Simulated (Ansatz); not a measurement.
The same molecule with X = O, S, Se. Ansatz, PBE0-D4/def2-TZVP geometries, multiplicity 1. Each molecule was computed in one conformer, which needn't be the lowest.

Scalar relativity is left out up to krypton.

```csv
X,molecule,mean X–Ge bond length / Å,mean X–H bond length / Å,HOMO energy (PBE0/def2-TZVPP) / eV,HOMO–LUMO gap (PBE0/def2-TZVPP) / eV,HOMO–LUMO gap (ωB97M-V/def2-TZVPP) / eV
O,`[OH][GeH]([Cl])[Cl]`,1.752,0.961,-9.23,8.44,12.75
S,`[SH][GeH]([Cl])[Cl]`,2.198,1.345,-8.11,6.93,11.15
```

(1) Give the row for X = Se, `[Cl][GeH]([Cl])[SeH]`. (An estimate is asked.)

Answers

(1) Ansatz gave: 
| X | molecule | mean X–Ge bond length / Å | mean X–H bond length / Å | HOMO energy (PBE0/def2-TZVPP) / eV | HOMO–LUMO gap (PBE0/def2-TZVPP) / eV | HOMO–LUMO gap (ωB97M-V/def2-TZVPP) / eV |
| --- | --- | --- | --- | --- | --- | --- |
| Se | `[Cl][GeH]([Cl])[SeH]` | 2.329 | 1.469 | -7.67 | 6.13 | 10.25 |

From O to Se the mean X–Ge bond length rises at each step, by 0.577 Å in all; the mean X–H bond length rises at each step, by 0.508 Å in all; the HOMO energy (PBE0/def2-TZVPP) rises at each step, by 1.56 eV in all; the HOMO–LUMO gap (PBE0/def2-TZVPP) falls at each step, by 2.31 eV in all; the HOMO–LUMO gap (ωB97M-V/def2-TZVPP) falls at each step, by 2.50 eV in all. Bonds lengthen as the atom grows down the group.

Spin–orbit coupling is left out; it splits and shifts lone-pair levels of the heavy atoms by tenths of an eV.
